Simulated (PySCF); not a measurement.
## C₆ coefficients of unlike pairs at PBE

Calculated with PySCF 2.14 from the dipole response of each species, C₆(A,B) = (3/π) ∫ α_A(iu) α_B(iu) du, in atomic units, from isotropic polarisabilities. For ions this is the dispersion term alone; charge-induced terms of lower order in 1/R come first.

```
species       configuration                                        basis      relativity  α (bohr³)  C₆ (like pair)
   Si³⁺       [Ne] 3s1 (2S)                       aug-cc-pwCVDZ (6s5p3d)            none      7.242           13.74
    V³⁺       [Ar] 3d2 (3F)                      dyall-av2z (16s12p7d2f)            none      2.210           5.612
    W³⁺  [Xe] 4f14 5d3 (4F)  aug-cc-pVQZ-PP with ECP60MDF (7s7p6d4f3g2h)  core potential      7.634           37.57
     S⁺   [Ne] 3s2 3p3 (4S)                  aug-cc-pVQZ-DK (7s6p4d3f2g)   spin-free X2C      10.96           54.01
```

**Question.** Estimate C₆ for S⁺ with V³⁺.

**Answer.** The integral gives 15.53. The combination rule 2 C_A C_B / (C_A α_B/α_A + C_B α_A/α_B) gives 15.66 and the geometric mean 17.41.

No spin-orbit coupling is included.

The other pairs:

```csv
pair,C₆
"S⁺, Si³⁺",26.37
"W³⁺, Si³⁺",20.55
"S⁺, W³⁺",43.74
"W³⁺, V³⁺",14.13
"V³⁺, Si³⁺",7.023
```
